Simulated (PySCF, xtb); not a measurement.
Ge(H)3(SeH) (GeH4Se), SMILES [GeH3][SeH].

Harmonic wavenumbers (cm⁻¹) from xtb with GFN2-xTB at its own minimum, in rising order: 122, 275, 433, 474, 622, 747, 828, 839, 1928, 2006, 2041, 2060.

### Question
What does B3LYP-D3(BJ)/def2-TZVP in PySCF 2.14.0 give at its own minimum? (An estimate is asked for; the answer gives what the named calculation found.)

### Answer
142, 280, 475, 539, 706, 821, 869, 883, 2134, 2140, 2158, 2402. Paired by order, the mean absolute difference is 98 cm⁻¹ and the zero-point energies are 17.7 and 19.4 kcal/mol.
